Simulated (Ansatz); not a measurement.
NaPb₂⁻ (the lowest singlet isomer of a short search). The state is a singlet with charge -1. Geometry B3LYP-D4/def2-TZVPD, basis def2-TZVPD, Ansatz.

```
atom    x (Å)    y (Å)    z (Å)
 Na1  -0.5781  -1.4711  -0.9588
 Pb2   0.7690   1.3212  -0.7089
 Pb3  -0.1909   0.1499   1.6677
```

| run | HOMO (eV) | LUMO (eV) |
| --- | --- | --- |
| A | 0.47 | 1.22 |
| B | -0.95 | 1.98 |
| C | 0.24 | 1.26 |
| D | 0.15 | 1.24 |
| E | -0.19 | 1.52 |
| F | -1.73 | 2.34 |

In the def2 sets Pb takes a core potential; there is no spin–orbit coupling. LC-ωPBE has ω = 0.4 bohr⁻¹. HSE06 is defined as in plane-wave codes, on full-range PBE exchange. The structure comes from a short search, and lower isomers may exist.

Question: The runs used BLYP, CAM-B3LYP, HSE06, LC-ωPBE, PBE0, r2SCAN. Estimate which is which.

Answer: A BLYP (0 % exact exchange); B CAM-B3LYP (range-separated); C r2SCAN (0 % exact exchange); D HSE06 (range-separated); E PBE0 (25 % exact exchange); F LC-ωPBE (range-separated). Exact exchange lowers occupied and raises empty levels; among semilocal functionals meta-GGAs tend to open the gap a little, and such runs are hard to tell apart. The gap grows from 0.75 eV (BLYP) to 4.07 eV (LC-ωPBE). At BLYP-D4/def2-TZVPD, r2SCAN-D4/def2-TZVPD, HSE06-D4/def2-TZVPD the highest occupied level of the charge -1 singlet lies above zero (up to 0.47 eV). By energy differences its removal costs 1.41 eV (vertical, to the charge 0 doublet, at PBE0-D4/def2-TZVPD).
